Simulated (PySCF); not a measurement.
Mg(F)(OMe) (CH₃FMgO), SMILES [O](C)[Mg][F]. The structure is a stationary point at r2SCAN-D4/def2-SVP. The values are those of a single conformer.

Computed with r2SCAN-D4/def2-SVP (PySCF).

Harmonic wavenumbers (cm⁻¹): 87, 87, 174, 174, 491, 836, 1185, 1185, 1282, 1475, 1475, 1480, 2948, 3021, 3021. Rotational constants (GHz): 158.0, 2.085, 2.085; symmetry number 3.

**Question.** Work out the zero-point energy and the ideal-gas rigid-rotor harmonic-oscillator thermochemistry at 298.15 K and 1 atm.

**Answer.** ZPE = ½ Σ hcν = ½ × 18921 cm⁻¹ = 27.05 kcal/mol. H − E(el) = 31.36 kcal/mol. Entropy in cal/(mol K): translation 38.83, rotation 21.48, vibration 13.24, total 73.55. G − E(el) = 9.43 kcal/mol. Cp = 18.31 cal/(mol K). Modes under 150 cm⁻¹ make the vibrational entropy uncertain.
